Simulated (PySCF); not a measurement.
CH3F2Ga, SMILES [F][Ga]([F])[CH3].

Geometry: PBE0-D3(BJ)/def2-SVP.

All values below come from TDA-CAM-B3LYP/def2-SVPD run with PySCF.

Vertical excitations. Isolated molecule, no solvent. State labels are in the subgroup Cs.

```tsv
state	symmetry	energy (eV)	λ (nm)	f	main pairs
S1	A'	7.54	164	0.037	HOMO→LUMO+1 95 %
S2	A'	7.80	159	0.296	HOMO→LUMO 90 %
S3	A"	8.42	147	0.018	HOMO−1→LUMO 82 %
S4	A"	8.53	145	0.001	HOMO−1→LUMO+1 91 %
S5	A"	8.57	145	0.000	HOMO−2→LUMO 82 %
S6	A"	9.01	138	0.000	HOMO−2→LUMO+1 66 %, HOMO−5→LUMO 20 %
S7	A'	9.07	137	0.043	HOMO−3→LUMO 83 %
S8	A'	9.11	136	0.002	HOMO−4→LUMO 75 %, HOMO→LUMO+2 12 %
S9	A'	9.35	133	0.014	HOMO−4→LUMO+1 92 %
S10	A"	9.51	130	0.001	HOMO−5→LUMO+1 89 %
T1	A'	6.64	187	0	HOMO→LUMO 86 %
T2	A'	6.97	178	0	HOMO→LUMO+1 97 %
T3	A"	8.01	155	0	HOMO−1→LUMO 81 %
T4	A"	8.20	151	0	HOMO−2→LUMO 78 %
```
Triplets are in the Tamm–Dancoff approximation.
